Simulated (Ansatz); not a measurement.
`[BH2][GaH][F]` + `C=CB(C)BCl` → `C=C[B](C)[GaH][F]` + `BBCl`  (redistribution)

Calculated with Ansatz (gas phase, PBE0-D4/def2-TZVP geometries, no zero-point term in ΔE). CCSD(T)/CBS is the MP2 limit (def2-TZVPP, def2-QZVPP) plus CCSD(T) − MP2 in def2-TZVPP, frozen cores. Functionals use def2-TZVPP. For Ga outer-core shells are correlated without core-valence functions, which leaves a few kJ/mol of doubt a bond. Scalar relativity is left out up to krypton. One conformer a species, not always the lowest.

`[BH2][GaH][F]`:

Z-matrix (Å, degrees):
```
B
Ga 1 2.080
H 1 1.196 2 121.5
H 1 1.196 2 121.5 3 180.0
F 2 1.771 1 113.0 3 -89.9
H 2 1.565 1 135.5 3 90.0
```

`C=CB(C)BCl`:

Cartesian coordinates in Å:
```
C 1.611 0.242 -1.404
C 1.050 -0.558 -0.493
B -0.280 -0.197 0.225
C -0.708 1.293 0.464
B -1.266 -1.426 0.794
Cl -0.982 -2.042 2.415
H 1.201 1.222 -1.629
H 2.483 -0.054 -1.981
H 1.507 -1.535 -0.344
H -0.535 1.492 1.531
H -1.775 1.473 0.307
H -0.130 2.033 -0.094
H -2.174 -1.943 0.210
```

`C=C[B](C)[GaH][F]`:

Z-matrix (Å, degrees):
```
C
B 1 1.561
H 1 1.101 2 105.6
H 1 1.094 2 114.7 3 -116.8
H 1 1.093 2 114.6 3 115.2
C 2 1.544 1 122.1 3 104.2
Ga 2 2.103 1 119.9 3 -75.3
C 6 1.338 2 121.1 1 35.8
H 6 1.089 2 121.2 1 -152.9
F 7 1.777 2 113.9 1 100.5
H 7 1.572 2 136.3 1 -79.8
H 8 1.086 6 122.4 2 171.1
H 8 1.086 6 121.5 2 -6.7
```

`BBCl`:

```xyz
6

B     0.141   -0.498    0.708
B     0.048    0.395   -0.681
Cl   -1.439    1.270   -0.994
H    -0.200   -1.646    0.741
H     0.544   -0.026    1.733
H     0.907    0.506   -1.506
```

```json
{"level": "ωB97X-V", "ΔE (eV)": "-0.05"}
{"level": "SCS-MP2/def2-TZVPP", "ΔE (eV)": "-0.04"}
```

Q: What does CCSD(T)/CBS give? (Best estimate.)

A: Ansatz gave: -0.06 eV. The listed levels differ from it by 0.01, 0.02 eV.

Largest T1 diagnostic among the species: 0.014.

From PBE to PBE0 (25 % exact exchange), in def2-TZVPP and without D4, ΔE moves by +0.03 eV. In def2-TZVPP, CCSD(T) changes the Hartree–Fock value by −0.04 eV (the triples alone add −0.01 eV) and MP2 by −0.05 eV.
